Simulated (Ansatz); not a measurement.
Harmonic frequencies (cm⁻¹) at PBE0-D4/def2-TZVP from Ansatz: 100, 108, 117, 157, 200, 201, 342, 345, 442, 495, 640, 728, 824, 827, 1276, 1443, 1445, 2340, 3074, 3174, 3178.

Problem. Which molecule is it?
A. `[CH3][Ge]([F])([Cl])[C]#N`
B. `[CH3][GeH]([NH2])[Cl]`
C. `O=C=[N][GeH]([Cl])[Cl]`
D. `[SiH3][O][GeH3]`

Solution. A.
